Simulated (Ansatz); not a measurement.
Species: BNH2, charge 0, singlet. BNH2 (SMILES B=N).
B3LYP-D3(BJ)/def2-TZVP minimum from Ansatz (a first-principles code):
```xyz
4

B      0.0000     0.0000    -0.6920
N      0.0000     0.0000     0.5409
H      0.0000     0.0000    -1.8589
H      0.0000     0.0000     1.5327
```
Charge 0, spin multiplicity 1.

Hartree-Fock and CCSD correlation energies in hartree (Ansatz). Radicals and triplets start from unrestricted determinants; spin-orbit coupling is neglected. Correlated methods leave the cores frozen. No relativity.

```
basis    X      E(HF)  E(corr, CCSD)
-------  -  ---------  -------------
cc-pVTZ  3  -80.32613       -0.31534
cc-pVQZ  4  -80.33254       -0.33216
cc-pV5Z  5  -80.33387       withheld
```

Fit E(corr) = E∞ + A/X³ to X = 3 and 4, predict X = 5, and compare with the run.

A = (-0.31534 - (-0.33216))/(1/27 - 1/64) = 0.7855; E∞ = -0.33216 - A/64 = -0.34443; at X = 5, E∞ + A/125 = -0.33815. The run gave -0.33756, 0.59 mEh above the prediction. The same form on X = 4 and 5 gives E∞ = -0.34323, 1.21 mEh above the first estimate.
